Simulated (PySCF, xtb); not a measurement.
In(H)(F)(NH2) (FH₃InN), SMILES [NH2][InH][F]. The values are those of a single conformer.

Harmonic wavenumbers (cm⁻¹) from GFN2-xTB in xtb 6.7.1 at its own minimum, in rising order: 108, 152, 314, 358, 389, 457, 645, 702, 1432, 1579, 3312, 3365.

**Question.** What does B3LYP-D3(BJ)/def2-TZVP in PySCF give at its own minimum? (An estimate is asked for; the answer gives what the named calculation found.)

**Answer.** 135, 308, 333, 420, 437, 565, 622, 765, 1547, 1892, 3541, 3645. Paired by order, the mean absolute difference is 120 cm⁻¹ and the zero-point energies are 18.3 and 20.3 kcal/mol.
